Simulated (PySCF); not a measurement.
CH₈FNOSi₂, SMILES [SiH2](CF)N[SiH2]O.

Geometry: B3LYP-D3(BJ)/def2-SVP. The structure was generated by enumeration, and PubChem lists no compound with its InChIKey, so it may never have been made. Other conformers were not sampled.

Two levels are set side by side: PBE/def2-TZVP (PySCF) and CAM-B3LYP/def2-TZVP (PySCF). Same geometry, gas phase. Differences are taken from unrounded values.

```csv
quantity,PBE
orbital gap (eV),5.58
highest occupied level (eV),-6.33
lowest empty level (eV),-0.76
dipole moment (D),2.05
mean polarisability (bohr³),77.6
```

### Question
These are the PBE values. What does CAM-B3LYP give? (Estimate from the structure and the level; the computed values follow.)

### Answer

```csv
quantity,CAM-B3LYP,PBE minus CAM-B3LYP
orbital gap (eV),10.17,-4.59
highest occupied level (eV),-9.10,2.77
lowest empty level (eV),1.07,-1.82
dipole moment (D),2.23,-0.18
mean polarisability (bohr³),72.7,4.9
```

Without exact exchange PBE keeps part of each electron's self-repulsion, which lifts occupied levels and narrows the gap. Loosely held outer electrons make PBE densities more polarisable. Differences between two approximate levels are no errors against the true value.

Rough cost on one machine, each run with all the roots and properties that it gave: CAM-B3LYP against PBE within a factor of 2.
